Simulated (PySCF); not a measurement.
Species: C₅H₉O₂S (doublet state).
Cartesian coordinates in Å at the GFN2-xTB level; atoms count from 1:
```
atom  x, y, z in Å
O1     1.8091   -0.7982   -1.3171
S2     1.2897   -0.9827    0.0104
O3     2.0524   -1.7957    0.9238
C4    -0.5192   -1.5889   -0.0780
C5    -1.2417   -0.5545   -0.7518
C6    -1.3323    0.7783   -0.1039
C7     0.0597    1.4497   -0.0836
C8     1.0361    0.6700    0.7664
H9    -0.4852   -2.5464   -0.5852
H10   -0.7344   -1.7028    0.9817
H11   -1.3434   -0.6068   -1.8226
H12   -1.6853    0.6838    0.9274
H13   -2.0248    1.4208   -0.6484
H14    0.4509    1.4987   -1.1015
H15   -0.0360    2.4699    0.2989
H16    2.0203    1.1305    0.7984
H17    0.6769    0.4864    1.7754
```

The hyperfine couplings belong to this conformer and change with its torsions.

As a line formula: `O=S1(=O)C[CH]CCC1` [radical].

Method: PySCF, UKS B3LYP, pcH-1 on C H O S, non-relativistic, mean-field spin-orbit, GIAO. Isolated species at its GFN2-xTB geometry (one conformer only). Couplings are sensitive to structure, and on GFN2-xTB geometries they can be far from those on DFT ones. No stability test was run, so a lower SCF solution isn't excluded.

The largest Mulliken spin populations are on C5 (+0.93), C4 (-0.10), S2 (+0.07) and C6 (-0.07). No atom but C5 exceeds +0.15. The positive populations add up to 1.21 and the negative ones to -0.21, together 2S = 1. The angles at C5 add up to 355.2°, so it is nearly planar; its axial dipolar tensor and the negative coupling of its proton fit spin in a p orbital normal to that plane.

Problem. List the C–H protons on four-coordinate carbons next to a three-coordinate spin centre, with their couplings and θ (C–H bond against the normal to the plane of the centre's neighbours, projected along the bond that joins the two).

Solution. 
```
β H  on  centre  θ (°)  cos²θ   a (G)
 H9  C4      C5     79   0.04   +5.68
H10  C4      C5     55   0.33  +18.90
H12  C6      C5     50   0.42  +13.49
H13  C6      C5     71   0.11   +5.90
```

Fitting the Heller–McConnell form a = ρ(B0 + B2 cos²θ), with Mulliken ρ = 0.93, gives B0 = 4.6 G and B2 = 31.9 G, with a largest miss of 4.8 G.

Couplings in gauss use g_iso = 2.0034.
